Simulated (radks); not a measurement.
The numbers below are computed, except where a source is named.
How relativity changes the ionisation of the gold ion Au+ ([Xe] 4f14 5d10) to Au2+ ([Xe] 4f14 5d9). Spin-unpolarised spherical Kohn-Sham, PBE, point nucleus unless stated (finite: rms radius 5.4371 fm), a radial shooting solver on a logarithmic mesh with Libxc functionals. A level marked "c x" has the speed of light scaled by that factor and shares open shells by 2j + 1; other Dirac levels either fill j = l - 1/2 first or share by 2j + 1.

| level | E(Au+) (hartree) | E(Au2+) (hartree) | IE (eV) | HOMO | <r> HOMO (bohr) |
|---|---|---|---|---|---|
| non-rel. | -17868.8684 | -17868.0652 | 21.857 | 5d | 1.548 |
| scalar-rel. | -19011.5251 | -19010.7457 | 21.208 | 5d | 1.575 |
| scalar-rel., finite nucleus | -19007.2736 | -19006.4942 | 21.209 | 5d | 1.575 |
| Dirac, 2j+1 shares | -19047.7501 | -19046.9699 | 21.229 | 5d5/2 | 1.606 |
| Dirac, low j first | -19047.7501 | -19046.9950 | 20.547 | 5d5/2 | 1.606 |
| Dirac, 2j+1 shares, finite nucleus | -19043.4497 | -19042.6695 | 21.229 | 5d5/2 | 1.606 |
| Dirac, c x 0.75 | -20408.0755 | -20407.3082 | 20.879 | 5d5/2 | 1.656 |
| Dirac, c x 0.85 | -19647.6384 | -19646.8652 | 21.040 | 5d5/2 | 1.630 |
| Dirac, c x 5 | -17908.5916 | -17907.7894 | 21.828 | 5d5/2 | 1.550 |

NIST Atomic Spectra Database: 20.20 eV (measured). The relativistic part of the total energy of Au+ is -1175 hartree (Dirac, 2j+1 shares, finite nucleus), 6.6 % of the non-relativistic value. Spin polarisation and multiplet splitting of open shells are left out at every level.

Beside tabulated values, note that relativity, absent from the non-relativistic runs, is large for the heavy elements, and spin-unpolarised runs miss the spin-polarisation part of the exchange energy of open shells.
